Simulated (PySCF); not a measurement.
Computed shifts of a molecule CH₈FN₃Si, B3LYP/pcSseg-1 (PySCF), GIAO, gas phase, equivalent atoms averaged, in ppm (number of nuclei): ¹⁵N: 28.5 (1), 27.6 (1), 26.3 (1). ²⁹Si: -32.8 (1). ¹³C: 84.3 (1). ¹⁹F: -306.6 (1). ¹H: 4.59 (2), 1.48 (1), 0.78 (1), 0.66 (1), 0.64 (1), 0.59 (1), 0.21 (1). References: ¹⁵N against NH3 (σ = 265.5 ppm); ²⁹Si against TMS (σ = 338.7 ppm); ¹³C against TMS (σ = 181.3 ppm); ¹⁹F against CFCl3 (σ = 161.7 ppm); ¹H against TMS (σ = 31.68 ppm), references at their B3LYP-D3(BJ)/def2-TZVP geometries, non-relativistic. Geometry optimised at B3LYP-D3(BJ)/def2-SVP. One conformer was computed; it need not be the lowest.

**Question.** Which molecule gave these data?
(A) N[Si](N)(N)CF
(B) NC[Si](N)(N)F
(C) CN[Si](N)(N)F

**Answer.** A, N[Si](N)(N)CF
